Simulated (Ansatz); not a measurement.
```xyz
12

N     0.596   -0.265   -2.629
Y     0.173    0.530   -0.681
N     0.172    2.661   -0.435
O    -0.225   -0.723    0.915
Si   -0.543   -1.697    2.170
H     0.632   -1.240   -2.902
H     0.800    0.268   -3.467
H     0.353    3.353   -1.153
H    -0.008    3.182    0.415
H    -0.492   -0.953    3.463
H     0.444   -2.813    2.253
H    -1.902   -2.302    2.051
```

The species carries charge 0 and has multiplicity 1. Y takes the def2 core potential.

(1) List the PBE0/def2-TZVPP orbital energies in eV (Ansatz 0.2.0). (Best estimate.)

Results:

(1) Computed: Occupied: -1802.29, -521.57, -389.90, -389.90, -144.54, -99.22, -99.20, -99.20, -50.89, -29.59, -29.21, -29.14, -25.47, -22.13, -21.95, -14.25, -12.51, -12.40, -10.84, -10.20, -10.18, -9.59, -9.22, -8.16, -8.02, -6.92, -6.71. Lowest empty: -1.49, 0.34, 0.35, 0.46, 0.53, 0.76, 0.91, 1.15.
